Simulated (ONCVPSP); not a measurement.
# u(r) = r·R(r): atom against pseudo-atom (palladium)

Columns: radius, all-electron u(r) and pseudo u(r) of the 4p shell (level -51.18 eV) of palladium in the configuration [Ar] 3d10 4s2 4p6 4d10; BLYP, scalar-relativistic, ONCV scheme, ONCVPSP 4.0.1.

| r (bohr) | all-electron | pseudo |
| --- | --- | --- |
| 0.082 | 0.3758 | 0.0190 |
| 0.165 | -0.1680 | 0.0762 |
| 0.248 | -0.5728 | 0.1693 |
| 0.330 | -0.5297 | 0.2915 |
| 0.413 | -0.2119 | 0.4377 |
| 0.495 | 0.1808 | 0.5931 |
| 0.578 | 0.5417 | 0.7476 |
| 0.660 | 0.8133 | 0.8834 |
| 0.742 | 0.9924 | 0.9903 |
| 0.825 | 1.0888 | 1.0602 |
| 0.908 | 1.1174 | 1.0884 |
| 0.990 | 1.0970 | 1.0776 |
| 1.072 | 1.0445 | 1.0351 |
| 1.155 | 0.9715 | 0.9686 |
| 1.238 | 0.8883 | 0.8879 |
| 1.320 | 0.8029 | 0.8027 |
| 1.402 | 0.7186 | 0.7184 |
| 1.485 | 0.6373 | 0.6372 |
| 1.568 | 0.5616 | 0.5615 |
| 1.650 | 0.4933 | 0.4932 |
| 1.733 | 0.4308 | 0.4308 |
| 1.815 | 0.3757 | 0.3756 |
| 1.898 | 0.3261 | 0.3261 |
| 1.980 | 0.2830 | 0.2829 |
| 2.062 | 0.2451 | 0.2450 |
| 2.145 | 0.2115 | 0.2115 |

Question: How many radial nodes do the two functions have?

Answer: The all-electron 4p function has n − l − 1 = 2; the pseudo-wave has 0, since the states of the same l below it are removed with the core.

Question: At about which radius was the pseudo-wave matched?

Answer: 1.30 bohr, where the columns begin to agree (steps of 0.08 bohr).

Question: Is the pseudo-wave norm-conserving?

Answer: Yes: the ONCV scheme keeps the norm inside the radius equal to the all-electron one, which fixes the energy derivative of the logarithmic derivative at the level.
